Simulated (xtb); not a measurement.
B(Cl)(F)(NCO) (CBClFNO), SMILES N(B(Cl)F)=C=O. All values are semi-empirical tight-binding results from xtb (GFN2-xTB unless named), good for trends rather than for accurate numbers. Coordinates come from a GFN2-xTB optimisation. Other conformers were not sampled.

Q: Estimate the properties. (The exact figures need the calculation; the answer reports its results.)

A: 
```yaml
point_group_as_xtb_finds_it: Cs
orbital_gap: 4.52 eV
dipole_moment: 0.35 D
zero_point_energy: 13.1 kcal/mol
G − E(el) at 298.15 K (modified RRHO): -6.5 kcal/mol
static polarisability (D4 model): 49.0 bohr³
solvation energy, GFN2-xTB/ALPB(water): -0.4 kcal/mol
solvation energy, GFN2-xTB/ALPB(dmf): -5.4 kcal/mol
```
